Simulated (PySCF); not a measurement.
Species: C₄H₁₀Ge.
SMILES: `C1C[CH2][GeH2][CH2]1`

A linear-response calculation (PySCF, def2-SVPD basis, gas phase, vertical, core orbitals frozen in the response) gave these numbers; the functional is withheld.

Orbital energies (eV): HOMO-3 -9.12, HOMO-2 -8.85, HOMO-1 -8.36, HOMO -7.81, LUMO 0.49, LUMO+1 0.78, LUMO+2 1.19.

| state | E (eV) | f | main configurations (H = HOMO, L = LUMO) |
| --- | --- | --- | --- |
| S1 | 7.14 | 0.0024 | H→L (98%) |
| S2 | 7.52 | 0.058 | H→L+1 (90%) |
| S3 | 7.74 | 0.086 | H-1→L (91%) |
| S4 | 7.88 | 0.0077 | H-1→L+1 (60%), H→L+2 (34%) |
| S5 | 8.04 | 0.160 | H→L+2 (61%), H-1→L+1 (28%) |
| S6 | 8.07 | 0.0054 | H→L+3 (79%), H-2→L+1 (10%) |

Triplets, Tamm–Dancoff:

```json
{"state": "T1", "E (eV)": "6.82", "λ (nm)": "181.7", "main configurations (H = HOMO, L = LUMO)": "H→L+1 (90%)"}
{"state": "T2", "E (eV)": "6.97", "λ (nm)": "178.0", "main configurations (H = HOMO, L = LUMO)": "H→L (95%)"}
{"state": "T3", "E (eV)": "7.37", "λ (nm)": "168.2", "main configurations (H = HOMO, L = LUMO)": "H-1→L+1 (57%), H→L+2 (28%)"}
{"state": "T4", "E (eV)": "7.44", "λ (nm)": "166.7", "main configurations (H = HOMO, L = LUMO)": "H-1→L (88%)"}
```

Vertical ionisation energy by ΔSCF with the same functional: 9.74 eV. Mean static polarisability: 77.3 au.

Question: Which of these was used?
A. CAM-B3LYP
B. HF
C. PBE0
D. PBE

Answer: C. PBE0 is a global hybrid with 25% exact exchange. In this run −ε(HOMO) = 7.81 eV differs from the ΔSCF value by -1.93 eV, and S1 differs from the orbital gap of 8.30 eV by -1.16 eV. The ratio −ε(HOMO)/IP is 0.80. Small neutral molecules mostly give 0.7 to 0.83 with PBE0, 0.5 to 0.7 with PBE, 0.85 to 0.93 with CAM-B3LYP; with Hartree–Fock the ratio is 1 or more (Koopmans' value less the relaxation energy is the ΔSCF value).

Computed with PySCF, TDDFT PBE0/def2-SVPD, vertical, gas phase, core orbitals frozen in the response. One conformer (not necessarily the lowest) at the PBE0-D3(BJ)/def2-SVP geometry, without solvent, vibrations or thermal averaging. The PBE0/def2-SVPD calculation is non-relativistic and has no spin–orbit coupling, an omission that weighs most on germanium.

The run took 2.2 min on one thread of an Arm Neoverse V2, shared host with 96 logical CPUs at a one-minute load of 39, and the process peaked at 0.93 GiB of memory.
